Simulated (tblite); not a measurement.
Isomers of C5H10F3PSi. Calculated harmonic vibrations of the isolated species, GFN2-xTB (tblite), most abundant isotopes, no scaling. Against measured fundamentals such values can be off by several per cent, at times by over 20. Modes of hydrogen on phosphorus and silicon can be 10 to 20 % off. One conformer each.

Electronic energies: GFN2-xTB at the same geometries; isomer energies are rough at this level and their order can be wrong.

```
                          SMILES  electronic energy, lowest = 0 (kcal/mol)
CP1C[C@H]([SiH3])[C@@H]1C(F)(F)F                                      40.7
        C/C([SiH3])=P\CCC(F)(F)F                                      57.7
       FC(F)[C@@H]1CCC[Si@]1(F)P                                       0.0
```

**Question.** How do GFN2-xTB zero-point energies change the relative energies?

**Answer.** 
```
                          SMILES  ZPE (kcal/mol)  of it from modes above 1550 cm⁻¹  electronic (kcal/mol)  with ZPE, lowest = 0 (kcal/mol)  lowest mode (cm⁻¹)  rings
       FC(F)[C@@H]1CCC[Si@]1(F)P            90.3                              40.8                    0.0                              0.0                  45      1
CP1C[C@H]([SiH3])[C@@H]1C(F)(F)F            85.8                              39.5                   40.7                             36.2                  50      1
        C/C([SiH3])=P\CCC(F)(F)F            85.3                              39.4                   57.7                             52.7                  31      0
```

The zero-point energies span 5.0 kcal/mol, from `C/C([SiH3])=P\CCC(F)(F)F` to `FC(F)[C@@H]1CCC[Si@]1(F)P`. The order is unchanged.
